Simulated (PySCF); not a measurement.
C₂H₈N₂Si, SMILES C/C=N/[SiH2]N. Coordinates come from a PBE-D3(BJ)/def2-SVP optimisation. The structure was generated by enumeration; whether it is a known compound was not checked. The values are those of a single conformer.

Problem. Give the equilibrium geometry at PBE-D3(BJ)/def2-SVP (PySCF confirms it by a frequency run) as Cartesian coordinates in Å. (The exact figures need the calculation; the answer reports its results.)

Solution. One answer among several that fit: 
```xyz
13

C      2.5052    -1.3252     0.5351
C      1.3058    -0.4306     0.6632
N      0.5314    -0.1472    -0.3129
Si    -0.8937     0.8967    -0.1611
N     -2.3854     0.1448    -0.6469
H      2.4258    -2.1826     1.2381
H      2.6028    -1.6976    -0.5019
H      3.4272    -0.7752     0.8234
H      1.1430    -0.0239     1.7023
H     -1.0716     1.3436     1.2742
H     -0.6559     2.0579    -1.0815
H     -2.4782    -0.1358    -1.6275
H     -2.7689    -0.5881    -0.0435
```
Charge 0, spin multiplicity 1.
